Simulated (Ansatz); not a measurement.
Total energies of K8Cl8 (started as a model of: 2x2x4 KCl rock-salt block) from Ansatz at PBE-D4/def2-SVP, gas phase (1 Eh = 27.2114 eV = 2625.5 kJ/mol). The reference geometry is relaxed at PBE-D4/def2-SVP.

```xyz
16

K     0.546   -4.048   -2.785
Cl    0.983   -1.129   -2.255
K     1.276    1.785   -1.472
Cl    1.616    4.704   -0.769
Cl    1.326   -4.855   -0.025
K     1.666   -1.936    0.678
Cl    2.085    0.972    1.427
K     2.254    3.904    2.029
Cl   -2.348   -3.931   -2.090
K    -2.008   -1.012   -1.387
Cl   -1.747    1.936   -0.727
K    -1.244    4.784    0.063
K    -1.557   -4.641    0.694
Cl   -1.321   -1.778    1.555
K    -0.933    1.163    2.181
Cl   -0.594    4.082    2.884
```

| state | geometry | energy (Eh) |
| --- | --- | --- |
| charge 0 singlet | reference | -8477.07429 |
| charge -1 doublet | reference | -8477.08395 |
| charge -1 doublet | relaxed at PBE-D4/def2-SVP | -8477.08443 |
| free K atom (doublet) | – | -599.61266 |
| free Cl atom (doublet) | – | -459.79702 |

Problem. Work out the vertical electron affinity, to the doublet.

Solution. E(charge 0 singlet) − E(charge -1 doublet) = -8477.07429 − (-8477.08395) = 0.00966 Eh = 0.26 eV. The basis lacks diffuse functions, which makes affinities too small.

Problem. How much does the charge -1 doublet relax, and what is the adiabatic electron affinity?

Solution. Relaxation: -8477.08395 − (-8477.08443) = 0.00048 Eh = 0.01 eV. Adiabatic electron affinity: 0.01014 Eh = 0.28 eV, without zero-point energy. 

Problem. What is the binding energy per atom against free atoms?

Solution. Atoms: 8 × (-599.61266) + 8 × (-459.79702) = -8475.27744 Eh. Binding: -8475.27744 − (-8477.07429) = 1.79685 Eh = 48.89 eV, or 3.06 eV for each of 16 atoms (no zero-point energy, no counterpoise term).

At PBE-D4/def2-SVP the highest occupied level of the charge -1 doublet lies above zero (up to 0.60 eV). By energy differences its removal costs 0.26 eV (vertical, to the charge 0 singlet, at PBE-D4/def2-SVP); self-interaction error and the lack of diffuse functions both raise the level. At PBE-D4/def2-SVP the highest occupied level of the relaxed charge -1 doublet lies above zero (up to 0.57 eV). By energy differences its removal costs 0.28 eV (each at its own geometry, to the charge 0 singlet, at PBE-D4/def2-SVP); self-interaction error and the lack of diffuse functions both raise the level. At PBE-D4/def2-SVP the gap within one spin of the charge -1 doublet nearly closes, so an electron or hole may be smeared out by delocalisation error. At PBE-D4/def2-SVP the gap within one spin of the relaxed charge -1 doublet nearly closes, so an electron or hole may be smeared out by delocalisation error.
